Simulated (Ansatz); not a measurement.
The cluster HfSe2. Charge 0, multiplicity 1. Geometry relaxed at PBE-D4/def2-TZVP.

```tsv
atom	x (Å)	y (Å)	z (Å)
Hf1	-0.126	0.059	-0.900
Se2	0.269	-1.939	0.296
Se3	-0.143	1.881	0.603
```

In the def2 sets Hf takes a core potential; there is no spin–orbit coupling. The relaxation made no stability test and no search for a lower SCF solution. The structure comes from a short search, and lower isomers may exist.

Problem. Estimate the harmonic wavenumbers at RKS PBE-D4/def2-TZVP (Ansatz, unscaled). Is this a minimum?

Solution. 93, 309, 315 cm⁻¹. Yes, no mode is imaginary beyond noise. Zero-point energy 4.3 kJ/mol. Hardware: 4 threads of AMD EPYC 9R45 on a shared host. Wall time 3.3 s.
